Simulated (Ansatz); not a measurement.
`N[SiH](N)S` and `N[SiH](S)Cl` differ in one atom or group.

Ansatz, PBE0-D4/def2-TZVP geometries, multiplicity 1. Each molecule was computed in one conformer, which needn't be the lowest.

```tsv
property	`N[SiH](N)S`
LUMO energy (PBE/def2-TZVPP) / eV	-0.25
HOMO energy (PBE0/def2-TZVPP) / eV	-7.06
LUMO energy (ωB97M-V/def2-TZVPP) / eV	2.24
HOMO–LUMO gap (PBE/def2-TZVPP) / eV	5.53
HOMO energy (ωB97M-V/def2-TZVPP) / eV	-9.28
LUMO energy (PBE0/def2-TZVPP) / eV	0.64
```

Question: What does the change do to each property? (Best estimate.)

Answer: Ansatz gave: 
```json
{"property": "LUMO energy (PBE/def2-TZVPP) / eV", "`N[SiH](S)Cl`": "-0.84", "shift": "-0.59"}
{"property": "HOMO energy (PBE0/def2-TZVPP) / eV", "`N[SiH](S)Cl`": "-7.71", "shift": "-0.65"}
{"property": "LUMO energy (ωB97M-V/def2-TZVPP) / eV", "`N[SiH](S)Cl`": "1.88", "shift": "-0.36"}
{"property": "HOMO–LUMO gap (PBE/def2-TZVPP) / eV", "`N[SiH](S)Cl`": "5.62", "shift": "0.09"}
{"property": "HOMO energy (ωB97M-V/def2-TZVPP) / eV", "`N[SiH](S)Cl`": "-9.91", "shift": "-0.63"}
{"property": "LUMO energy (PBE0/def2-TZVPP) / eV", "`N[SiH](S)Cl`": "0.09", "shift": "-0.55"}
```

With PBE0 the HOMO falls by 0.65 eV and the LUMO falls by 0.55 eV, so the gap widens by about 0.10 eV. PBE moves the HOMO by -0.67 eV and ωB97M-V by -0.63 eV. The zero-point energy changes by -64.7 kJ/mol with -6 modes.
